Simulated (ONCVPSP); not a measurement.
## strontium (Sr) ONCV: all-electron and pseudo phase curves

| Item | Value |
| --- | --- |
| Element | strontium (Sr) |
| Generator | ONCVPSP 4.0.1 |
| Type | optimised norm-conserving Vanderbilt (ONCV) |
| Functional | PBE |
| Relativity | scalar-relativistic |
| Frozen core | [Ar] 3d10 4s2 |
| Valence charge | 8 |
| Reference configuration | 4p6 5s1 5p1 |
| Partial waves | 5s: rc 3.50 bohr, ncon 4, nbas 7, qcut 1.7 1/bohr, 3 projectors, debl 2.2 Ha; 4p+5p: rc 2.60 bohr, ncon 3, nbas 6, qcut 4.6 1/bohr, 2 projectors; d scattering state at 0.03 Ha: rc 2.60 bohr, ncon 4, nbas 7, qcut 4.1 1/bohr, local |
| Local potential | the d channel |
| Core correction | Teter function fitted to the true core (icmod 2), fcfact 0.5 |

In the d channel the program set the typed energies aside and used 0.050 Ha.

The phase is arctan(r·R′/R) of the radial function R(r), unwrapped; energies in Ha, scanned from -2 to 5 Ha. A pole is an energy at which the radial function vanishes at the test radius. The pseudo phase is shifted by a multiple of π to meet the all-electron one at the reference energy, and phase errors are pseudo minus all-electron; the curves can meet again beyond the range given. Levels narrower than the energy grid can be missing from the lists of poles. n/a: not evaluated, since a narrow level or a reset projector energy made the automatic matching unsafe.

```csv
channel,radius (bohr),reference energy (Ha),"poles, all-electron","poles, pseudo",unbroken range about the reference energy with phases within 0.05 rad,phase error 1 Ha above the reference energy (rad)
s,3.56,-0.15,"0.50, 2.93","0.49, 2.70, 2.94",n/a,n/a
p,2.64,-0.07,"-0.73, 2.50","-0.73, 1.87",below 0.5,-0.058
d,2.64,0.05,"0.45, 3.59","0.47, 3.90",below 1.0,+0.064
```

Note: no bound ghost flagged; GHOST(+) flagged for s at 74.2 eV.

Phases in the s channel:

```
E (Ha)  all-electron   pseudo
 -1.98         1.386   -1.752
 -1.62         1.329   -1.780
 -1.26        -1.816   -1.825
 -0.90        -1.907   -1.912
 -0.54        -2.171   -2.176
 -0.18        -3.746   -3.747
  0.18        -4.547   -4.548
  0.54        -4.729   -4.732
  0.90        -4.867   -4.872
  1.26        -5.212   -5.229
  1.62        -7.222   -7.230
  1.98        -7.662   -7.663
  2.34        -7.770   -7.770
  2.70        -7.826   -7.839
  3.06        -7.869  -11.010
  3.42        -7.915  -11.056
  3.78        -7.982  -11.124
  4.14        -8.165  -11.306
  4.50        -9.944  -13.090
  4.86       -10.768  -13.913
```
